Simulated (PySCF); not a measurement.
## Static response to an electric field

Compound: FH10NSi4.
Structure used (GFN2-xTB), in Å, numbered top down from 1:
```xyz
16
FH10NSi4 angstrom
F     -0.5249    0.2109   -2.3874
Si    -0.4363    0.1093   -0.7548
Si    -1.6214   -1.7974   -0.1729
Si    -0.9796    2.2120    0.0612
N      1.2745   -0.1709   -0.5787
Si     2.2396   -0.3911    0.8346
H     -2.8549   -1.9465   -0.9549
H     -0.8912   -3.0625   -0.3195
H     -2.0325   -1.7139    1.2352
H     -1.7722    2.0628    1.2895
H      0.1710    3.0551    0.4072
H     -1.8018    2.9998   -0.8648
H      1.7794   -0.2176   -1.4496
H      1.3040   -0.2825    1.9540
H      3.2658    0.6542    0.8951
H      2.8729   -1.7127    0.7943
```

Level: wB97X-D/def2-SVPD (PySCF), static field, nuclei fixed, core orbitals frozen in the response. The polarisability tensor in these axes (au):

```
x   120.91   1.75   4.37
y     1.75 132.52   1.17
z     4.37   1.17 101.17
```

Diagonalise the tensor; give its mean and Δα, where Δα² is half the sum of the squared differences of the eigenvalues.

Principal values 100.23, 121.49 and 132.89 au; mean 118.20 au = 17.52 Å³ = 19.49 × 10⁻⁴⁰ C²·m²/J; Δα = 28.71 au (24 % of the mean).

What is the dipole moment, and where does it point?

(0.79, -0.16, 0.82) D, 1.15 D in size, pointing from the negative to the positive side. Measured along this direction, the outermost atoms are H7 and H12 at the negative end and H15 and H16 at the positive end.

In TDDFT the mean static polarisability is Σ f/ω² over all singlet excitations (ω in hartree). How much of it do the 8 lowest give? Their energies (eV) and oscillator strengths: 4.89, 0.0069; 5.44, 0.0656; 6.51, 0.0131; 6.88, 0.0221; 6.94, 0.0090; 7.14, 0.1524; 7.41, 0.0397; 7.42, 0.0585.

They add up to 6.11 au, 5.2 % of the 118.20 au; the largest single term is 2.22 au, from the state at 7.14 eV. Terms in order: 0.21, 1.64, 0.23, 0.35, 0.14, 2.22, 0.54, 0.79 au. Higher excitations give the rest. The strengths listed sum to 0.367.

Molar refractivity from α?

Lorentz–Lorenz: R = (4π/3)N_A α = 2.5225 cm³/(mol·Å³) × 17.52 Å³ = 44.2 cm³/mol, in the limit of long wavelengths.

Traceless (Buckingham) quadrupole moment about the centre of nuclear charge: eigenvalues?

-4.30, -0.34, 4.64 D·Å. The values depend on the origin, since the dipole doesn't vanish. The electronic extent ⟨r²⟩ about the same centre is 1644 bohr², a root-mean-square distance of 2.37 Å for the 82 electrons.

One conformer (not necessarily the lowest) at the GFN2-xTB geometry, without solvent, vibrations or thermal averaging. GFN2-xTB frequencies show an imaginary mode (48i cm⁻¹), so this geometry is no minimum at that level.

The run behind these numbers computed excited states as well. The run took 65 s wall on one thread, Arm Neoverse V1 (aarch64), shared host with 32 logical CPUs at a one-minute load of 27, and the process peaked at 0.95 GiB of memory.
